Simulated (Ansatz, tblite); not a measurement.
Removing and adding an electron: `C=CCCCCCCCC`. The state is a singlet with charge 0. Geometry: PBE-D4/def2-SVP. Ansatz, gas phase; energy differences of separate SCF runs; the oxidised species was run as a doublet alone; the reduced species was run as a doublet alone.

```tsv
atom	x (Å)	y (Å)	z (Å)
C1	5.006	0.077	1.888
C2	3.682	-0.093	2.056
C3	2.679	1.021	2.178
C4	1.679	1.108	1.007
C5	0.744	-0.097	0.868
C6	-0.268	0.044	-0.274
C7	-1.217	-1.152	-0.406
C8	-2.195	-1.074	-1.585
C9	-3.223	0.061	-1.501
C10	-4.223	0.057	-2.657
H11	5.692	-0.779	1.788
H12	5.452	1.085	1.841
H13	3.282	-1.123	2.092
H14	3.218	1.988	2.271
H15	2.102	0.889	3.123
H16	1.066	2.027	1.136
H17	2.246	1.248	0.060
H18	1.339	-1.024	0.711
H19	0.197	-0.250	1.826
H20	-0.852	0.979	-0.124
H21	0.280	0.185	-1.234
H22	-0.609	-2.079	-0.501
H23	-1.792	-1.268	0.541
H24	-1.619	-0.976	-2.534
H25	-2.740	-2.041	-1.666
H26	-2.699	1.042	-1.471
H27	-3.767	-0.016	-0.532
H28	-3.709	0.163	-3.635
H29	-4.954	0.888	-2.574
H30	-4.798	-0.892	-2.690
```

The xTB rows come from tblite. HSE06 is defined as in plane-wave codes, on full-range PBE exchange. HOMO above LUMO, or a gap near zero within one spin, warns that the state may not be the lowest or that an electron is smeared out.

```
             level  −HOMO (eV)  vertical IE (eV)  −LUMO (eV)  vertical EA (eV)  HOMO–LUMO gap (eV)  IE − EA (eV)                                                                                                               remarks
          GFN1-xTB       11.76             14.22        6.65              3.27                5.11         10.96                                                                                                                     –
          GFN2-xTB       10.72             13.00        5.59              1.64                5.13         11.35                                                                                                                     –
  PBE-D4/def2-TZVP        6.18              8.78        0.80             -1.37                5.38         10.15  HOMO above zero (-1 doublet), gap within one spin near zero (+1 doublet), gap within one spin near zero (-1 doublet)
 PBE0-D4/def2-TZVP        7.29              9.24       -0.23             -1.76                7.52         11.00                                                                                          HOMO above zero (-1 doublet)
HSE06-D4/def2-TZVP        6.88              9.17        0.15             -1.69                6.73         10.86                                              HOMO above zero (-1 doublet), gap within one spin near zero (-1 doublet)
```

Relaxing the reduced species (PBE-D4/def2-SVP) changes its energy by -0.04 eV at PBE-D4/def2-TZVP, so the adiabatic electron affinity to this nearest minimum is -1.33 eV. At PBE0-D4/def2-TZVP it is -1.73 eV. The highest occupied level of the relaxed charge -1 doublet lies above zero (up to 2.99 eV). By energy differences, losing it releases 1.33 eV (each at its own geometry, to the charge 0 singlet, at PBE-D4/def2-TZVP). The gap within one spin of the relaxed charge -1 doublet nearly closes, so an electron or hole may be smeared out by delocalisation error.     A HOMO above zero means that the electron is unbound at that level or that self-interaction error raises the level; the energy of removing that electron tells which. Raw xTB energy differences between charge states are shifted by several eV; the methods need an empirical correction for them. Sets without diffuse functions give affinities that are too small. A negative affinity means that the extra electron isn't bound; its size then hangs on the basis.
